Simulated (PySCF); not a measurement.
F7Re, triplet, at the geometry of the source list (the multiplicity is a formal guess) (core potentials on Re), with bond 4-1 at 2.2 times its length; HF/def2-SVP in PySCF.

Here is a job for PySCF.
```python
from pyscf import gto, scf

mol = gto.M(
    atom='''
Re    0.000500   -0.001400    0.000300
F     0.262000    1.804300   -0.291700
F     0.057200   -0.295700   -1.744900
F    -0.131060    0.664540    3.836000
F    -1.656900    0.795800   -0.178500
F     0.862000   -1.602000    0.336900
F    -1.286700   -1.319000    0.153700
F     1.821100    0.316700   -0.019700
''',
    basis='def2-svp',
    ecp={'Re': 'def2-svp'},
    charge=0,
    spin=2,
    verbose=3,
)

mf = scf.UHF(mol)
mf.kernel()
mo_i, mo_e, stable_i, stable_e = mf.stability(internal=True, external=True, return_status=True, nroots=6, tol=1e-6)
print('internally stable:', stable_i, ' externally stable:', stable_e)
if not stable_i:
    umf = mf.copy()
    umf.scf_summary = {}
    umf.kernel(umf.make_rdm1(mo_i, mf.mo_occ))
mf.analyze()
```

**Question.** What does PySCF print? Leave out banner, timings and long lists.

**Answer.** 
```
converged SCF energy = -772.864926909836  <S^2> = 2.0124258  2S+1 = 3.0082725
<class 'pyscf.scf.uhf.UHF'> wavefunction is stable in the internal stability analysis
<class 'pyscf.scf.uhf.UHF'> wavefunction is stable in the real -> complex stability analysis
<class 'pyscf.scf.uhf.UHF'> wavefunction has an UHF/UKS -> GHF/GKS instability
internally stable: True  externally stable: False
**** MO energy ****
                             alpha | beta                alpha | beta
MO #1   energy= -26.4463618191144  | -26.4091445195995  occ= 1 | 1
MO #2   energy= -26.410103021815   | -26.3964485193187  occ= 1 | 1
MO #3   energy= -26.3496717507957  | -26.3521450627404  occ= 1 | 1
MO #4   energy= -26.3374640053646  | -26.3369694994698  occ= 1 | 1
MO #5   energy= -26.3350168534361  | -26.333976610457   occ= 1 | 1
MO #6   energy= -26.3181974160303  | -26.3139636183528  occ= 1 | 1
MO #7   energy= -26.3169101682168  | -26.3124709484339  occ= 1 | 1
MO #8   energy= -4.08888118646725  | -4.03752462611253  occ= 1 | 1
MO #9   energy= -2.49407537877901  | -2.43733165621991  occ= 1 | 1
MO #10  energy= -2.48510676979295  | -2.39921220100291  occ= 1 | 1
MO #11  energy= -2.45714423073605  | -2.39005863827934  occ= 1 | 1
MO #12  energy= -1.68375713245728  | -1.64939916723375  occ= 1 | 1
MO #13  energy= -1.65281740227359  | -1.63844134611051  occ= 1 | 1
MO #14  energy= -1.63962575966964  | -1.58746269127603  occ= 1 | 1
MO #15  energy= -1.58525883152351  | -1.58098383329159  occ= 1 | 1
MO #16  energy= -1.58404627874401  | -1.56687649838889  occ= 1 | 1
MO #17  energy= -1.57444190278607  | -1.55363529271436  occ= 1 | 1
MO #18  energy= -1.56706674014175  | -1.49156316856765  occ= 1 | 1
MO #19  energy= -0.884748734911109 | -0.840638034549447 occ= 1 | 1
MO #20  energy= -0.870596099243628 | -0.831214645709555 occ= 1 | 1
MO #21  energy= -0.843997836056156 | -0.824533916197567 occ= 1 | 1
MO #22  energy= -0.8369920458751   | -0.813475363175371 occ= 1 | 1
MO #23  energy= -0.825243956950191 | -0.798895822499808 occ= 1 | 1
MO #24  energy= -0.817469827835663 | -0.7835254431434   occ= 1 | 1
MO #25  energy= -0.777918793538755 | -0.724196456320374 occ= 1 | 1
MO #26  energy= -0.775385910209285 | -0.723485475380827 occ= 1 | 1
MO #27  energy= -0.774723819513763 | -0.72276144349188  occ= 1 | 1
MO #28  energy= -0.732655426480866 | -0.72202487440399  occ= 1 | 1
MO #29  energy= -0.726203701148036 | -0.71076799054575  occ= 1 | 1
MO #30  energy= -0.719852853003335 | -0.705003783762396 occ= 1 | 1
MO #31  energy= -0.718579266151846 | -0.7010126298594   occ= 1 | 1
MO #32  energy= -0.706959378462443 | -0.696765991087969 occ= 1 | 1
MO #33  energy= -0.698221380673831 | -0.682779528955112 occ= 1 | 1
MO #34  energy= -0.695576833086092 | -0.648362810042246 occ= 1 | 1
MO #35  energy= -0.678158374357495 | -0.646134929637479 occ= 1 | 1
MO #36  energy= -0.674645820711358 | -0.637872988739117 occ= 1 | 1
MO #37  energy= -0.63603569170983  | -0.637801246993752 occ= 1 | 1
MO #38  energy= -0.634124935904541 | -0.613524339889536 occ= 1 | 1
MO #39  energy= -0.61524256310122  | -0.113848769187111 occ= 1 | 0
MO #40  energy= -0.55470278034408  | -0.0691139920987644 occ= 1 | 0
MO #41  energy= -0.140421102727643 | -0.0675863724066928 occ= 0 | 0
MO #42  energy= -0.084553276409423 | 0.032427689256976  occ= 0 | 0
MO #43  energy= 0.0282318019489967 | 0.0515544088848667 occ= 0 | 0
MO #44  energy= 0.0286925111905541 | 0.0521745706906744 occ= 0 | 0
MO #45  energy= 0.111711448922868  | 0.117986673936386  occ= 0 | 0
MO #46  energy= 0.169732492128218  | 0.170924428270515  occ= 0 | 0
MO #47  energy= 0.176129556490552  | 0.176419843089508  occ= 0 | 0
MO #48  energy= 0.177099244440039  | 0.18199250507702   occ= 0 | 0

Dipole moment(X, Y, Z, Debye): -0.08826,  0.48183,  2.98988
```
